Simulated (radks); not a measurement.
Effect of the nuclear size on the tellurium ion Te+, [Kr] 4d10 5s2 5p3. Calculated with a radial shooting solver on a logarithmic mesh with Libxc functionals: Dirac Kohn-Sham, exchange-only LDA, spin-unpolarised, spherical densities, finite nucleus; open shells fill j = l - 1/2 first; Fermi nuclear charge, rms radius 4.7423 fm. The rms radius is varied about that value; shifts are against it.

rms radius (fm)  total energy shift (eV)  density at nucleus (e/bohr^3)  1s1/2 shift (meV)  2s1/2 shift (meV)  4p1/2 shift (meV)  5s1/2 shift (meV)  5p1/2 shift (meV)  5p3/2 shift (meV)  6s1/2 (empty) shift (meV)
3.9314                             -1.66                      2.342e+05               -695              -80.8              0.267             -0.376              0.058              0.062                     -0.054
4.2728                            -0.993                       2.31e+05               -416              -48.3              0.160             -0.225              0.035              0.037                     -0.032
4.7423                                 0                       2.27e+05              0.000              0.000              0.000              0.000              0.000              0.000                      0.000
5.0031                             0.589                       2.25e+05                247               28.7             -0.095              0.133             -0.021             -0.022                      0.019
5.6007                              2.04                      2.208e+05                853               99.1             -0.327              0.461             -0.072             -0.075                      0.066

Slopes of the eigenvalues against <r^2> in GHz/fm^2, as finite differences over the two radii next to the reference (eigenvalue slopes, not the field-shift constants of lines): 1s1/2 23600, 2s1/2 2750, 4p1/2 -9.08, 5s1/2 12.8, 5p1/2 -1.99, 5p3/2 -2.09, 6s1/2 (empty) 1.84.
